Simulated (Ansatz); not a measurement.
Pulling the pair apart

The pair of Li⁺ (SMILES [Li+], atom 1) and CH6Si (SMILES C[SiH3], atoms 2–9), both closed shells, in one local arrangement (a lower one may exist), relaxed at PBE0-D4/def2-TZVP:

```json
{"atom": "Li1", "x (Å)": "-1.7000", "y (Å)": "1.2683", "z (Å)": "-1.8096"}
{"atom": "C2", "x (Å)": "-0.4001", "y (Å)": "0.2990", "z (Å)": "-0.4257"}
{"atom": "Si3", "x (Å)": "0.7703", "y (Å)": "-0.5751", "z (Å)": "0.8198"}
{"atom": "H4", "x (Å)": "-1.3918", "y (Å)": "-0.1524", "z (Å)": "-0.2845"}
{"atom": "H5", "x (Å)": "0.0123", "y (Å)": "0.1029", "z (Å)": "-1.4249"}
{"atom": "H6", "x (Å)": "-0.3838", "y (Å)": "1.3665", "z (Å)": "-0.1665"}
{"atom": "H7", "x (Å)": "0.2262", "y (Å)": "-0.3184", "z (Å)": "2.1705"}
{"atom": "H8", "x (Å)": "2.1101", "y (Å)": "0.0237", "z (Å)": "0.6393"}
{"atom": "H9", "x (Å)": "0.7567", "y (Å)": "-2.0144", "z (Å)": "0.4814"}
```

CH6Si is shifted rigidly along the line between the mean atom positions of the two fragments (negative: closer). Counterpoise interaction energies in kJ/mol. Program: Ansatz 0.2.0. Basis: def2-TZVPPD. Cores are frozen in the correlated methods. The outer core shell of Li, Na, Mg and K is correlated.

```csv
shift (Å),PBE0-D4,PBE-D4,MP2
-0.21,-71.2,-70.2,-62.1
-0.11,-78.3,-77.8,-70.7
0.00,-80.2,-80.1,-73.9
0.11,-78.7,-79.1,-73.5
0.26,-73.7,-74.5,-69.5
0.53,-64.2,-66.1,-57.7
1.07,-39.9,-41.7,-35.3
2.13,-13.5,-13.7,-12.5
```

Task: What does CCSD(T) give at these shifts? (An estimate is asked for; the value comes from the calculation.)

Result: The calculation gives: -61.7, -70.1, -73.0, -72.5, -68.4, -56.4, -34.2, -11.9 kJ/mol. For zero shift, CCSD(T) at an estimated basis limit (MP2 extrapolated from triple and quadruple zeta, plus CCSD(T) − MP2 in triple zeta) gives -75.8 kJ/mol. These are counterpoise interaction energies, counted from the two frozen fragments.

No T1 diagnostic of these runs exceeds 0.010.

For scale, one of the runs: CCSD(T)/def2-TZVPPD, 209 basis functions, launched by `ansatz run in.yaml --threads 2 --pin off --events-out ev --progress --plain --max-ram 5222MiB`. Hardware: 2 CPU threads of an Arm Neoverse V1, shared host. Wall time 45 s; peak host memory 2.7 GiB.
